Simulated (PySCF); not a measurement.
## Ionisation energy of Mo(33+) by level of theory

Mo(33+) [He] 2s2 2p5 [2p1/2^2 2p3/2^3, M_J = 3/2] → Mo(34+) [He] 2s2 2p4 [2p1/2^2 2p3/2^2, M_J = 2], as a difference of total energies. Calculation: PySCF 2.14, in an even-tempered Gaussian basis (17 s from 13 bohr⁻², ratio 2.4; 12 p from 17 bohr⁻², ratio 2.4; 5 d from 66 bohr⁻², ratio 2.6; 4 f from 98 bohr⁻², ratio 2.6); the two-component X2C-1e Hamiltonian. Correlated levels: nothing frozen; the 32 highest virtual spinors dropped. "Screened" scales the spin-orbit matrix elements by Boettger's factors to mimic the two-electron term; Breit and QED terms are absent.

```json
{"method": "GHF (spin-free)", "ionisation energy (eV)": "4458.6"}
{"method": "GMP2 (spin-free)", "ionisation energy (eV)": "4460.2"}
{"method": "GHF (screened spin-orbit)", "ionisation energy (eV)": "4427.9"}
{"method": "GMP2 (screened spin-orbit)", "ionisation energy (eV)": "4429.4"}
```

For this ion Breit and QED terms and the two-electron picture change, all absent here, outweigh the correlation shift from GHF to GMP2.

The spin-free rows relax to the high-spin LS determinant and lack the spin-orbit shift.

The labels give the starting determinants; with spin-orbit coupling the two ends relaxed to ⟨J²⟩ = 3.75, ⟨L²⟩ = 2.00, ⟨S²⟩ = 0.75 and ⟨J²⟩ = 6.00, ⟨L²⟩ = 3.03, ⟨S²⟩ = 1.49.

For comparison: 4430 ± 7 eV (semi-empirical (NIST evaluation); NIST Atomic Spectra Database, ionization energies).
